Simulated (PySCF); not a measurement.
I6In2, SMILES [I][In-]1([I])[I+][In-]([I])([I])[I+]1. Heavy atoms are numbered as in [In-:1]1([I:5])([I:6])[I+:3][In-:2]([I:7])([I:8])[I+:4]1.

Geometry: PBE0-D3(BJ)/def2-SVP. The def2 effective core potentials stand for the cores of I, In; spin–orbit coupling is left out.

Computed with PBE/def2-SVP (PySCF).

ESP charges are fitted to the potential on shells at 1.4 to 2.0 van der Waals radii. Atomic charges (e), one atom of each kind:

```json
[
 {"atom": "In1", "ESP fit": "0.12", "Mulliken": "0.32", "Löwdin": "-0.33"},
 {"atom": "I3", "ESP fit": "0.04", "Mulliken": "-0.07", "Löwdin": "0.24"},
 {"atom": "I5", "ESP fit": "-0.08", "Mulliken": "-0.12", "Löwdin": "0.05"}
]
```
